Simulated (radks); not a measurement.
The numbers below are computed, except where a source is named.
Q: Neutral caesium, [Xe] 6s1. Code: a radial shooting solver on a logarithmic mesh with Libxc functionals. Model: non-relativistic Kohn-Sham, exchange-only LDA, spin-polarised, spherical densities, point nucleus. Every spin shell is full or empty, so the densities are truly spherical. Functionals are evaluated on that one density, not self-consistently. Rank these exchange functionals by their error against the exact value of the orbitals, and give that value: LDA, B88, PBEsol, OPTX, WC, AM05, SOGGA, EV93, APBE, TPSS, SCAN, r2SCAN, Tao-Mo, TASK.

A: Exact: -183.890 hartree. From best to worst, with 100 (|E| - |E exact|)/|E exact| (equal figures are ties): B88 +0.02, r2SCAN -0.14, SCAN +0.14, APBE +0.29, TPSS -0.33, EV93 -0.38, WC -0.83, Tao-Mo -0.83, OPTX +1.31, PBEsol -2.20, TASK -2.21, SOGGA -2.21, AM05 -4.38, LDA -4.68.
